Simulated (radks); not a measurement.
The numbers below are computed, except where a source is named.
Task: The lutetium ion Lu2+, 69 electrons, occupied as [Xe] 4f13.5 6s1.5 (fractional occupations, a model configuration). Level of theory: Dirac Kohn-Sham, PBE, spin-unpolarised, spherical densities, finite nucleus; open shells are shared between the two j in proportion to 2j + 1; Fermi nuclear charge, rms radius 5.37 fm (a radial shooting solver on a logarithmic mesh with Libxc functionals).

Spin-orbit splittings of the eigenvalues, e(l+1/2) - e(l-1/2), with zeta = 2 splitting/(2l+1) and mean radii in bohr:

| shell | occ. | splitting (eV) | zeta (eV) | <r> j=l-1/2 | <r> j=l+1/2 |
|---|---|---|---|---|---|
| 2p | 6 | 1117 | 745.0 | 0.06741 | 0.07502 |
| 3p | 6 | 238.3 | 158.9 | 0.2020 | 0.2162 |
| 3d | 10 | 52.03 | 20.81 | 0.1898 | 0.1942 |
| 4p | 6 | 54.30 | 36.20 | 0.4847 | 0.5173 |
| 4d | 10 | 9.927 | 3.971 | 0.5401 | 0.5516 |
| 4f | 13.5 | ? | ? | 0.6951 | 0.7080 |
| 5p | 6 | 7.275 | 4.850 | 1.288 | 1.390 |

Estimate the 4f splitting.

Result: 1.566 eV (zeta = 0.4474 eV).
